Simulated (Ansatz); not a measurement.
A nudged elastic band was laid between two geometries of CH$_{5}$ClFNSSi (11 atoms, charge 0, multiplicity 1).

Computed with RKS r2SCAN-D4/def2-SVP in Ansatz 0.2.0.

| Quantity | Value |
| --- | --- |
| movable images | 5 |
| climbing image | yes |
| spring | 5.0 eV/Å² |
| optimiser | fire |
| start path | IDPP |
| force threshold | 0.03 eV/Å |
| iteration limit | 31 |
| end points | relaxed |
| largest step | 0.02 Å |

Initial state:

```xyz
11
Properties=species:S:1:pos:R:3
N 1.380 -1.654 0.976
C 0.443 -0.630 0.758
S 0.034 -0.378 -1.124
Si -1.192 1.333 -1.098
F -1.131 2.005 -2.568
Cl -0.490 2.713 0.277
H 2.284 -1.468 0.545
H 1.053 -2.572 0.685
H 0.819 0.343 1.102
H -0.511 -0.859 1.252
H -2.622 1.110 -0.782
```

Final state:

```xyz
11
Properties=species:S:1:pos:R:3
N 1.418 -1.628 0.970
C 0.578 -0.528 0.738
S 0.078 -0.350 -1.134
Si -1.293 1.247 -1.093
F -1.213 2.020 -2.512
Cl -0.795 2.587 0.406
H 2.309 -1.565 0.482
H 0.984 -2.524 0.759
H 1.072 0.419 0.989
H -0.360 -0.618 1.303
H -2.713 0.884 -0.887
```

(1) What changes between the two ends?

(2) Give the energies along the band, and the barrier.

Answers

(1) No bond is made or broken. The height of N1 over the plane of its neighbours goes from -0.33 to -0.32 Å.

(2) The run converged. The highest image is number 6 of 0 to 6, 0.001 eV above the ends, which have the same energy within 2 meV. The highest image is an end point: on this band no image between the ends rises above it.

```
image  path coordinate (Å)  energy (eV)  height of N1 over the plane of its neighbours (Å)
    0                 0.00        0.000                                              -0.33
    1                 0.10        0.000                                              -0.33
    2                 0.20        0.000                                              -0.33
    3                 0.30        0.000                                              -0.33
    4                 0.40        0.000                                              -0.33
    5                 0.50        0.001                                              -0.32
    6                 0.60        0.001                                              -0.32
```

Run time: 2.7 min on 2 threads of Arm Neoverse V2, with other jobs on the host, peak memory 0.19 GiB.
